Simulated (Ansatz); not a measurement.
Steps of a relaxation of H₆NPSi₂ (`[SiH3]N1[SiH2]P1`) with RKS PBE0-D4/def2-TZVP.

```sh
$ ansatz run in.yaml --threads 2 --pin off --events-out ev --progress --plain --max-ram 4352MiB
```

```yaml
crystal:
  periodic: [false, false, false]
  atoms:
    - {symbol: Si, position_ang: [-0.950705, 1.214977, -0.647940]}
    - {symbol: N, position_ang: [-0.096476, -0.231938, -0.174700]}
    - {symbol: Si, position_ang: [0.441473, -1.295761, 1.088807]}
    - {symbol: P, position_ang: [1.216421, -1.187421, -0.995535]}
    - {symbol: H, position_ang: [-1.414724, 1.081696, -2.074362]}
    - {symbol: H, position_ang: [-2.130781, 1.381817, 0.270598]}
    - {symbol: H, position_ang: [-0.089193, 2.452277, -0.557709]}
    - {symbol: H, position_ang: [-0.482932, -2.396645, 1.510389]}
    - {symbol: H, position_ang: [1.216837, -0.709246, 2.232450]}
    - {symbol: H, position_ang: [2.373279, -0.361057, -0.648899]}
basis:
  gaussian: {orbitals: def2-TZVP}
hamiltonian: {xc: pbe0, dispersion: d4}
relax: {f_tol: 0.005, max_steps: 150}
```

Positions (Å) and forces (eV/Å) along the path, 7 of 7 steps:

```xyz
10
step=1 energy=-26621.4944 eV
Si   -0.951    1.215   -0.648    0.222   -0.349    0.098
N    -0.096   -0.232   -0.175    0.257   -0.121    0.103
Si    0.441   -1.296    1.089   -0.009    0.374   -0.717
P     1.216   -1.187   -0.996   -0.238    0.565    0.824
H    -1.415    1.082   -2.074    0.111    0.011    0.330
H    -2.131    1.382    0.271    0.263   -0.047   -0.196
H    -0.089    2.452   -0.558   -0.180   -0.314   -0.006
H    -0.483   -2.397    1.510    0.188    0.271   -0.089
H     1.217   -0.709    2.232   -0.212   -0.120   -0.257
H     2.373   -0.361   -0.649   -0.402   -0.269   -0.091
10
step=2 energy=-26621.5543 eV
Si   -0.943    1.205   -0.641    0.176   -0.304    0.078
N    -0.098   -0.232   -0.177    0.195   -0.109    0.027
Si    0.449   -1.286    1.070   -0.102    0.221   -0.355
P     1.205   -1.176   -0.991   -0.190    0.302    0.382
H    -1.401    1.069   -2.053    0.019    0.022    0.073
H    -2.110    1.367    0.271    0.058    0.002   -0.048
H    -0.080    2.421   -0.546   -0.047   -0.066   -0.005
H    -0.476   -2.365    1.496    0.052    0.051   -0.025
H     1.197   -0.694    2.209   -0.034   -0.026   -0.068
H     2.342   -0.359   -0.634   -0.126   -0.095   -0.060
10
step=3 energy=-26621.5671 eV
Si   -0.933    1.190   -0.638   -0.014   -0.011    0.016
N    -0.098   -0.233   -0.173    0.047   -0.015   -0.023
Si    0.441   -1.278    1.065    0.012   -0.003    0.017
P     1.195   -1.164   -0.978   -0.047    0.002   -0.038
H    -1.392    1.063   -2.045   -0.003   -0.002   -0.016
H    -2.097    1.360    0.270   -0.016    0.007    0.006
H    -0.073    2.402   -0.541    0.018    0.011   -0.001
H    -0.477   -2.358    1.487   -0.003   -0.005    0.008
H     1.192   -0.687    2.197   -0.010    0.006    0.014
H     2.326   -0.346   -0.641    0.016    0.011    0.019
10
step=4 energy=-26621.5674 eV
Si   -0.934    1.190   -0.636   -0.005    0.004    0.000
N    -0.096   -0.233   -0.174    0.008   -0.002   -0.014
Si    0.444   -1.278    1.064   -0.003   -0.014    0.011
P     1.193   -1.163   -0.983   -0.008    0.009    0.010
H    -1.392    1.063   -2.045   -0.002   -0.002   -0.001
H    -2.099    1.361    0.271    0.001    0.001   -0.001
H    -0.071    2.401   -0.542    0.001    0.001    0.001
H    -0.474   -2.359    1.487   -0.001   -0.001    0.000
H     1.187   -0.684    2.200    0.002    0.002   -0.002
H     2.325   -0.349   -0.639    0.007    0.001   -0.005
10
step=5 energy=-26621.5674 eV
Si   -0.934    1.190   -0.636   -0.002    0.001    0.001
N    -0.096   -0.233   -0.174    0.004    0.001   -0.005
Si    0.443   -1.279    1.065    0.000   -0.004    0.003
P     1.193   -1.163   -0.982   -0.003    0.003    0.004
H    -1.393    1.063   -2.045    0.000    0.000    0.001
H    -2.099    1.361    0.271    0.001    0.000    0.000
H    -0.071    2.401   -0.541    0.000   -0.001    0.000
H    -0.475   -2.359    1.487    0.000    0.000   -0.001
H     1.187   -0.684    2.200    0.000    0.001   -0.001
H     2.326   -0.349   -0.641    0.001   -0.001   -0.001
10
step=6 energy=-26621.5674 eV
Si   -0.934    1.190   -0.636    0.001    0.001   -0.003
N    -0.094   -0.232   -0.174    0.006    0.001    0.002
Si    0.443   -1.279    1.064   -0.001   -0.003    0.000
P     1.194   -1.162   -0.982   -0.001   -0.004    0.000
H    -1.394    1.062   -2.044   -0.001    0.001    0.000
H    -2.098    1.361    0.272    0.000   -0.001    0.001
H    -0.072    2.402   -0.543    0.000    0.000    0.000
H    -0.476   -2.358    1.486    0.000    0.000    0.000
H     1.186   -0.684    2.200    0.000    0.000    0.000
H     2.329   -0.351   -0.640   -0.003    0.004    0.000
10
step=7 energy=-26621.5674 eV
Si   -0.934    1.190   -0.636    0.000   -0.001   -0.001
N    -0.094   -0.232   -0.174    0.000    0.001    0.002
Si    0.443   -1.279    1.064    0.000    0.000   -0.001
P     1.194   -1.162   -0.982    0.002   -0.001   -0.001
H    -1.394    1.062   -2.044    0.000    0.000    0.000
H    -2.098    1.361    0.272    0.000    0.000    0.001
H    -0.072    2.402   -0.543    0.000    0.000    0.000
H    -0.476   -2.359    1.486    0.000    0.000    0.000
H     1.186   -0.684    2.200    0.000    0.000    0.000
H     2.328   -0.350   -0.640   -0.001    0.000    0.000
```

Run time 31 s (2 threads of an Intel Xeon Platinum 8375C on a shared host); peak host memory 0.48 GiB.
